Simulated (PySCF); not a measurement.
Changing a parent structure: ionic-liquid cation

All values: TDA CAM-B3LYP/6-31G*, gas phase, PySCF SCF with an in-house response code, fitting set def2-universal-JFIT up to Ne and JKFIT beyond, grid level 1 (kernel 0), vertical, one conformer each, geometries GFN2-xTB; core orbitals frozen in the response, virtual orbitals above 1.5 Eh left out. The lowest 6 singlets were sought, and the brightest is taken among them. The runs took 1 to 2 CPU minutes each on shared server CPUs.

Without diffuse functions Rydberg states are missing, so unbound LUMOs, wide gaps and states within about 2 eV of the ionisation energy come out too high, and electron affinities are rough. The basis has no diffuse functions, so the polarisability comes out too low.

Parent: [C14H27N2]+ (ionic-liquid cation), SMILES CCCCCCCCCC[n+]1ccn(C)c1.

```
HOMO-LUMO gap  : 7.98 eV
S1             : 6.68 eV
LUMO           : -3.43 eV
HOMO           : -11.41 eV
polarisability : 150 bohr³
```

(1) One of these relatives shows the changes HOMO-LUMO gap +1.14 eV, S1 -0.14 eV, LUMO +0.55 eV, HOMO -0.59 eV, polarisability -3 bohr³ against the parent. Which?
A. Cn1cc[n+](C[Si](C)(C)O[Si](C)(C)C)c1
B. Cn1cc[n+](CCC(F)(F)C(F)(F)C(F)(F)C(F)(F)F)c1
C. CCCCCCCCCCCC[n+]1ccn(C)c1

(2) Give the changes for all of them.

Results:

(1) A.

(2) 
```tsv
relative	change of HOMO-LUMO gap / eV	change of S1 / eV	change of LUMO / eV	change of HOMO / eV	change of polarisability / bohr³
Cn1cc[n+](CCC(F)(F)C(F)(F)C(F)(F)C(F)(F)F)c1	+1.78	+0.21	-0.06	-1.84	-45
Cn1cc[n+](C[Si](C)(C)O[Si](C)(C)C)c1	+1.14	-0.14	+0.55	-0.59	-3
CCCCCCCCCCCC[n+]1ccn(C)c1	-0.31	+0.10	+0.07	+0.38	+23
```
